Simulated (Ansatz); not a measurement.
Geometry optimisation, RKS PBE/def2-SVP in Ansatz 0.2.0.

The input (input.yaml):

```yaml
crystal:
  periodic: [false, false, false]
  atoms:
    - { symbol: W, position_ang: [-0.381368, 0.281699, -0.629733] }
    - { symbol: Cl, position_ang: [1.257657, 0.043428, 2.547993] }
    - { symbol: H, position_ang: [1.664523, -0.384152, 1.34106] }
    - { symbol: H, position_ang: [0.31539, 1.753191, -0.053339] }
    - { symbol: H, position_ang: [-1.5596, -0.437594, 0.350662] }
    - { symbol: H, position_ang: [0.346962, -1.127475, -0.059906] }
    - { symbol: F, position_ang: [-0.422265, -0.129097, -2.405437] }
basis:
  gaussian: { orbitals: def2-SVP }
hamiltonian:
  xc: pbe
relax:
  f_tol: 0.03
  max_steps: 50
```

Command:

```bash
$ ansatz run input.yaml --threads 2 --pin off --max-ram 3072MiB --backend cpu --events-out ev --progress --plain --runs-dir out
```

Q: Where does it end, and by what steps?

A: The forces met the threshold. After 24 steps the energy has fallen by 2.924 eV; Cl2 moved furthest, 2.54 Å. Parted: Cl2–H3 (1.34 → 3.70 Å). Joined: W1–Cl2 (3.58 → 2.35 Å), W1–H3 (2.92 → 1.70 Å).

| step | energy less start (eV) | largest force component (eV/Å) | accepted |
| --- | --- | --- | --- |
| 0 | 0.0000 | 0.846 | yes |
| 1 | -0.0776 | 0.219 | yes |
| 2 | -0.1503 | 0.713 | yes |
| 3 | -0.2158 | 1.542 | yes |
| 4 | -0.3505 | 1.658 | yes |
| 5 | -0.6576 | 1.513 | yes |
| 6 | -0.8666 | 1.996 | yes |
| 7 | -1.3266 | 2.192 | yes |
| 8 | -1.7317 | 2.066 | yes |
| 9 | -1.9642 | 0.890 | yes |
| 10 | -2.0947 | 0.950 | yes |
| 11 | -2.1282 | 0.833 | yes |
| 12 | -2.1809 | 0.246 | yes |
| 13 | -2.2051 | 0.683 | yes |
| 14 | -2.2535 | 0.329 | yes |
| 15 | -2.2737 | 0.168 | yes |
| 16 | -2.3508 | 0.723 | yes |
| 17 | -2.4967 | 0.907 | yes |
| 18 | -2.6638 | 0.585 | yes |
| 19 | -2.7839 | 0.739 | yes |
| 20 | -2.8840 | 0.709 | yes |
| 21 | -2.9151 | 0.398 | yes |
| 22 | -2.9236 | 0.074 | yes |
| 23 | -2.9243 | 0.039 | yes |
| 24 | -2.9243 | 0.012 | yes |

```xyz
7
Properties=species:S:1:pos:R:3
W 0.069 0.069 -0.029
Cl -0.906 1.150 1.821
H 1.691 -0.254 -0.414
H 1.253 1.069 0.617
H -0.661 -1.129 0.895
H 0.573 -1.537 -0.252
F -0.798 0.632 -1.548
```

Whether the end is a true minimum wasn't checked by a vibrational analysis.

Time of the run: 42 s on 2 threads of Arm Neoverse V1 (shared host), peak memory 0.15 GiB.
